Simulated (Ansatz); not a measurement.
Ansatz (a program for electronic structure) input (B3LYP/6-31G* with LANL2DZ past Ar): The .json file joins the Basis Set Exchange's 6-31G* for atoms up to Ar and LANL2DZ past it.

Ansatz 0.2 input:
```yaml
crystal:
  periodic: [false, false, false]
  atoms:
    - {symbol: Ba, position_ang: [-0.00000000, -0.00000000, -0.28999881]}
    - {symbol: F, position_ang: [0.00000000, 0.00000000, 1.80443702]}
basis:
  gaussian:
    orbitals: 6-31Gs+LANL2DZ.json
hamiltonian:
  xc: {name: B3LYP}
total_charge: 1
relax: {f_tol: 0.003, max_steps: 120}
```

Q: Predict the final energy.

A: -124.86430 Eh.
